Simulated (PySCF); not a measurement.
PySCF input file for C₂H₆MgS, SMILES C[CH2][Mg][SH], HF/pcSseg-1. Geometry optimised at PBE0-D3(BJ)/def2-SVP. The structure was generated by enumeration; whether it is a known compound was not checked. The values are those of a single conformer.

```python
import numpy as np
from pyscf import gto, scf, dft
from pyscf.prop.nmr import rhf as nmr

mol = gto.M(
    atom='''
    Mg   -0.03521830   -0.00375690    0.26689657
    C     0.57366985   -1.94500589   -0.26397282
    C     0.84387841   -2.17726130   -1.75225367
    H    -0.19824167   -2.65198949    0.09291477
    H     1.47684471   -2.19036074    0.32510973
    H     1.64180797   -1.52158664   -2.13957677
    H    -0.04732134   -1.98725189   -2.37373228
    H     1.15974801   -3.21367316   -1.96918499
    S    -0.69950004    2.15638137    0.80367397
    H    -0.92350695    1.84144588    2.10028602
    ''',
    basis='pcSseg-1',
    charge=0,
    spin=0,
    max_memory=1600,
    verbose=3,
)
mf = scf.RHF(mol)
mf.conv_tol = 1e-10
mf.max_cycle = 100
mf.kernel()
n = nmr.NMR(mf)
n.verbose = 2
n.max_cycle_cphf = 60
sigma = n.kernel()
print('atom   isotropic/ppm   span/ppm')
for i, s in enumerate(sigma):
    w = np.linalg.eigvalsh((s + s.T) / 2)
    print(f'{mol.atom_symbol(i):2s}{i + 1:3d} {w.mean():14.3f} {w[2] - w[0]:11.3f}')
```

Program output:

```
converged SCF energy = -676.334420834005
atom   isotropic/ppm   span/ppm
Mg  1        463.315     371.531
C   2        197.906      27.325
C   3        177.505      19.358
H   4         31.986      11.415
H   5         31.971      11.466
H   6         30.668      11.039
H   7         30.666      11.072
H   8         30.021      13.377
S   9        863.182     188.035
H  10         32.807      20.472
```

The run converged.

Cost: roughly 8 core-seconds.
